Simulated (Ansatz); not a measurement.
`[BH2][SnH2][CH2]F` + `B1N[SiH2]1` → `BN1B[SiH2]1` + `F[CH2][SnH3]`  (cleavage of the B–Sn bond)

Calculated with Ansatz (gas phase, PBE0-D4/def2-TZVP geometries, no zero-point term in ΔE). CCSD(T)/CBS is the MP2 limit (def2-TZVPP, def2-QZVPP) plus CCSD(T) − MP2 in def2-TZVPP, frozen cores. DFT in def2-TZVPP. B3LYP here is the variant with VWN-RPA as its local correlation; programs differ in this. Elements past krypton have def2 core potentials. For Sn outer-core shells are correlated without core-valence functions, which leaves a few kJ/mol of doubt a bond. Each species was taken in one conformer, which may not be the lowest.

```csv
level,ΔE (eV)
B3LYP-D4,-1.11
ωB97M-V,-1.08
B3LYP,-1.09
HF/def2-TZVPP,-1.18
CCSD/def2-TZVPP,-1.04
CCSD(T)/def2-TZVPP,-1.04
HF/CBS(def2),-1.19
MP2/CBS(def2),-1.03
```

What does CCSD(T)/CBS give? (Best estimate.)

Computed: -1.00 eV. The listed levels differ from it by -0.11, -0.08, -0.09, -0.18, -0.04, -0.04, -0.19, -0.03 eV.

Largest T1 diagnostic among the species: 0.014.

In def2-TZVPP, CCSD(T) changes the Hartree–Fock value by +0.15 eV (the triples alone add +0.00 eV) and MP2 by +0.12 eV.
